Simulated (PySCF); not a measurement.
Species: C6H9NSi.
Cartesian coordinates in Å at the PBE0-D3(BJ)/def2-SVP level; atoms count from 1:
```
atom  x, y, z in Å
N1     0.972   -1.017   -3.240
C2     1.314   -0.971   -2.131
Si3    1.845   -0.873   -0.374
C4     0.546   -1.319    0.872
C5     0.792    0.192    0.739
C6    -0.278    1.107    0.222
C7    -1.677    1.056    0.771
C8    -1.408    0.627   -0.640
H9     3.290   -1.116   -0.181
H10   -0.404   -1.707    0.487
H11    0.839   -1.788    1.818
H12    1.341    0.614    1.592
H13    0.101    2.105   -0.022
H14   -2.202    1.998    0.945
H15   -1.899    0.274    1.503
H16   -1.731    1.274   -1.460
H17   -1.478   -0.438   -0.876
```

Computed, not measured: TDDFT CAM-B3LYP/def2-SVPD, vertical, gas phase, core orbitals frozen in the response (PySCF).

Kohn–Sham orbitals with the atoms that hold most of them (Löwdin shares over 4%, at most four atoms; ? is withheld):

```json
{"orbital": "LUMO+2", "ε (eV)": "1.32", "atoms": "Si3 44%, C2 13%, H9 10%, H12 4%"}
{"orbital": "LUMO+1", "ε (eV)": "0.61", "atoms": "N1 26%, C2 25%, Si3 22%, H9 10%"}
{"orbital": "LUMO", "ε (eV)": "0.14", "atoms": "?"}
{"orbital": "HOMO", "ε (eV)": "-8.24", "atoms": "Si3 23%, C5 22%, C4 14%, C6 9%"}
{"orbital": "HOMO-1", "ε (eV)": "-9.83", "atoms": "?"}
{"orbital": "HOMO-2", "ε (eV)": "-10.09", "atoms": "C6 24%, C8 23%, C4 12%, C7 10%"}
{"orbital": "HOMO-3", "ε (eV)": "-10.98", "atoms": "C5 19%, C6 16%, C7 16%, C4 10%"}
```

(1) Which atoms hold the HOMO-1, and with what shares?

(2) Which atoms hold the LUMO, and with what shares?

(3) How does S1 compare with the orbital gap of 8.38 eV?

(4) Give energy, strength and leading configuration of S1 and S2, and follow the Löwdin shares of the leading atoms from the occupied to the empty orbital.

## Answers

(1) C7 (bonded to 2 C and 2 H) 19%; C8 (bonded to 2 C and 2 H) 18%; C4 (bonded to C, Si and 2 H) 17%; C6 (bonded to 3 C and H) 10%.

(2) Si3 (bonded to 3 C and H) 27%; C2 (bonded to N and Si) 21%; N1 (bonded to C) 18%; C4 (bonded to C, Si and 2 H) 10%. By element: carbon 30% or more, silicon 27%, nitrogen 18%.

(3) S1 is at 5.57 eV (f = 0.015), 2.82 eV below the gap, made of HOMO→LUMO+1 (87%). Its leading pair isn't HOMO and LUMO; the energies of that pair differ by 8.85 eV. Without the coupling terms of the response equations the lowest excitation would equal the gap.

(4) 
- S1 (5.57 eV, f 0.015), HOMO→LUMO+1 (87%): Si3 23% → 22%, C5 22% → at most 10%, N1 at most 10% → 26%, C2 at most 10% → 25%
- S2 (5.67 eV, f 0.224), HOMO→LUMO (88%): Si3 23% → 27%, C5 22% → at most 10%, C2 at most 10% → 21%

Hardware: Arm Neoverse N1, one thread (shared host). Cost: 3.7 min of wall time, 1.3 GiB resident at most.

One conformer stands for the species.
